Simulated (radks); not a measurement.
Initial-state core-level shifts of the chromium ion Cr2+ when its valence configuration changes from [Ar] 3d4. Method: non-relativistic Kohn-Sham, r2SCAN, spin-polarised, spherical densities, point nucleus; open shells are filled with parallel spins first; meta-GGA in the generalised Kohn-Sham scheme; computed with a radial shooting solver on a logarithmic mesh with Libxc functionals. Shifts are changes of the shell-averaged eigenvalues in eV (positive: less bound); the change of the density at the nucleus, which sets a Mossbauer isomer shift, is in e/bohr^3, on a base of 9315.

valence	1s	2s	3s	3p	density at nucleus
3d3 4p1	-8.852	-9.817	-8.366	-8.090	+1.9290
3d3 4s1	-7.659	-8.674	-7.187	-6.920	+8.4759
3d3.5 4p0.5	-4.336	-4.795	-4.146	-4.011	+0.8968
3d2 4p2	-18.474	-20.607	-17.025	-16.454	+4.4224
3d2.5 4p1.5	-13.566	-15.091	-12.663	-12.241	+3.1059
3d2.5 4s1 4p0.5	-12.386	-13.950	-11.510	-11.098	+9.9034
3d3 4s0.5 4p0.5	-8.256	-9.248	-7.778	-7.506	+5.1336
3d1.5 4s0.5 4p2	-23.012	-25.807	-20.903	-20.190	+9.6307
